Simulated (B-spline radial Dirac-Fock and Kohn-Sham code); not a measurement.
# X-ray form factors of promethium in several charge states

The computed values come from a radial atomic solver: Dirac-Fock densities.

Configurations: Pm³⁸⁺ [Ar] 3d5; Pm³⁹⁺ [Ar] 3d4; Pm⁴⁰⁺ [Ar] 3d3; Pm⁴³⁺ [Ne] 3s2 3p6. The first column is f₀ of Pm³⁸⁺, the others are differences from it.

| s (Å⁻¹) | Pm³⁸⁺ | Δ Pm³⁹⁺ | Δ Pm⁴⁰⁺ | Δ Pm⁴³⁺ |
| --- | --- | --- | --- | --- |
| 0 | 23.000 | -1.000 | -2.000 | -5.000 |
| 0.05 | 22.983 | -0.999 | -1.998 | -4.994 |
| 0.1 | 22.934 | -0.995 | -1.990 | -4.977 |
| 0.15 | 22.851 | -0.989 | -1.978 | -4.949 |
| 0.2 | 22.736 | -0.980 | -1.962 | -4.909 |
| 0.25 | 22.590 | -0.970 | -1.940 | -4.858 |
| 0.3 | 22.413 | -0.957 | -1.915 | -4.797 |
| 0.35 | 22.206 | -0.941 | -1.885 | -4.726 |
| 0.4 | 21.970 | -0.924 | -1.851 | -4.646 |
| 0.45 | 21.708 | -0.905 | -1.813 | -4.556 |
| 0.5 | 21.420 | -0.884 | -1.772 | -4.458 |
| 0.6 | 20.775 | -0.837 | -1.680 | -4.239 |
| 0.7 | 20.049 | -0.785 | -1.578 | -3.994 |
| 0.8 | 19.257 | -0.729 | -1.467 | -3.729 |
| 0.9 | 18.416 | -0.671 | -1.352 | -3.451 |
| 1 | 17.541 | -0.611 | -1.233 | -3.164 |
| 1.1 | 16.649 | -0.551 | -1.115 | -2.875 |
| 1.2 | 15.753 | -0.492 | -0.997 | -2.589 |
| 1.4 | 14.002 | -0.381 | -0.775 | -2.041 |
| 1.6 | 12.373 | -0.282 | -0.578 | -1.547 |
